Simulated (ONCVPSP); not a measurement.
Before and after: ONCV potential for hafnium (Hf)

```json
{
  "Element": "hafnium",
  "Generator": "ONCVPSP 4.0.1",
  "Type": "optimised norm-conserving Vanderbilt (ONCV)",
  "Functional": "PW91",
  "Relativity": "scalar-relativistic",
  "Frozen core": "[Kr] 4d10",
  "Valence charge": "26",
  "Reference configuration": "4f14 5s2 5p6 5d2 6s1.75 (charge +0.25)",
  "Partial waves": "5s+6s: rc 1.70 bohr, ncon 3, nbas 8, qcut 6.8 1/bohr, 2 projectors; 5p: rc 1.95 bohr, ncon 4, nbas 7, qcut 9 1/bohr, 2 projectors, debl 1.3 Ha; 5d: rc 2.10 bohr, ncon 5, nbas 8, qcut 5.3 1/bohr, 1 projector; 4f: rc 1.15 bohr, ncon 3, nbas 8, qcut 13.9 1/bohr, 3 projectors, debl 2 Ha",
  "Local potential": "polynomial inside 1.15 bohr (lpopt 5, dvloc0 2 Ha)",
  "Core correction": "none"
}
```

In the p channel the program set the typed energies aside and used -1.368, 0.250 Ha.

Change: s: rc 1.44.

Cutoffs: the cutoffs (Ha) at which the residual kinetic energy of the hardest occupied pseudo-wave falls to 1 and 0.1 mHa per electron; they do not see the model core or the augmentation charge, which bear on the density cutoff. Errors are all-electron minus pseudo energies relative to the spin-unpolarised reference configuration.

How do hardness, ghosts and transferability respond?

The potential gets neither clearly harder nor softer (87 Ha and 96 Ha → 87 Ha and 96 Ha); the f channel sets the loose cutoff, while the largest relative change is in s, which becomes harder; the errors of the 4 common tests hardly move; neither file shows a bound ghost.

| quantity | base | changed |
| --- | --- | --- |
| cutoff, loose | 87 Ha | 87 Ha |
| cutoff, tight | 96 Ha | 96 Ha |
| loose cutoff by channel | s 17 Ha, p 22 Ha, d 12 Ha, f 87 Ha | s 19 Ha, p 22 Ha, d 12 Ha, f 87 Ha |
| bound ghosts | none | none |
| GHOST(+) flags under 300 eV | s at 105.3 eV | s at 139.1 eV |
| error for 4f14 5s2 5p6 5d2 6s2, meV [ΔE -1.46 eV] | +0.5 | +0.5 |
| error for 4f14 5s2 5p6 5d2 6s1, meV [ΔE 6.57 eV] | -2.5 | -2.4 |
| error for 4f14 5s2 5p6 5d2 6s0, meV [ΔE 20.79 eV] | -9.1 | -7.9 |
| error for 4f14 5s2 5p5 5d2 6s2, meV [ΔE 39.62 eV] | -48 | -48 |
| p: phases at 1.98 bohr within 0.05 rad from the reference energy up to (Ha; the scan ends near 5) | to the end of the scan | to the end of the scan |
| d: phases at 2.13 bohr within 0.05 rad from the reference energy up to (Ha; the scan ends near 5) | 2.0 | 2.0 |
| f: phases at 1.16 bohr within 0.05 rad from the reference energy up to (Ha; the scan ends near 5) | to the end of the scan | to the end of the scan |
